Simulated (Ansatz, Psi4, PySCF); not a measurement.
Br₂Zn, charge -1, doublet, at a GFN2-xTB geometry (such geometries of metal compounds can be far from the true shape) (a state made from the parent by changing its charge; the spin is typed, not shown lowest). Base run: PySCF with HF/6-31G*.

The PySCF input:
```python
from pyscf import gto, scf

mol = gto.M(
    atom='''
Zn   -0.447269   -0.631340   -0.743424
Br   -0.031454    2.052566   -1.060465
Br    0.414828   -1.511417    1.697686
''',
    basis='6-31g*',
    charge=-1,
    spin=1,
    verbose=4,
)

mf = scf.UHF(mol)
mf.kernel()
```

The same geometry, method and basis name were run in Ansatz (a quantum-chemistry and plane-wave program) and Psi4 and PySCF, at each program's defaults and at the settings that a row names. The base is PySCF at its defaults. Differences at the defaults can come from grids, fitting, cores and function types together.

```json
[
 {"code and settings": "PySCF, defaults (exact integrals, spherical functions)", "ΔE vs base (mEh)": "0.000", "basis functions": "98", "E (Eh)": "-6921.85318", "SCF cycles": "12"},
 {"code and settings": "Psi4, defaults (density fitting with its default set, Cartesian functions)", "ΔE vs base (mEh)": "1337.2", "basis functions": "109", "E (Eh)": "-6920.51598", "SCF cycles": "12"},
 {"code and settings": "Ansatz, defaults (factorised integrals, Cartesian functions)", "ΔE vs base (mEh)": "-9.527", "basis functions": "106", "E (Eh)": "-6921.86271", "SCF cycles": "-"},
 {"code and settings": "PySCF, density fitting with def2-universal-jkfit", "ΔE vs base (mEh)": "0.396", "basis functions": "98", "E (Eh)": "-6921.85279", "SCF cycles": "12"},
 {"code and settings": "Psi4, exact integrals, spherical functions", "ΔE vs base (mEh)": "0.000", "basis functions": "98", "E (Eh)": "-6921.85318", "SCF cycles": "15"},
 {"code and settings": "Ansatz, high accuracy, Cartesian functions as the basis file defines them", "ΔE vs base (mEh)": "-9.540", "basis functions": "106", "E (Eh)": "-6921.86272", "SCF cycles": "-"}
]
```

Open shells are given as the SCF converged; they aren't shown to be the lowest states, and a large step between rows can be another state.
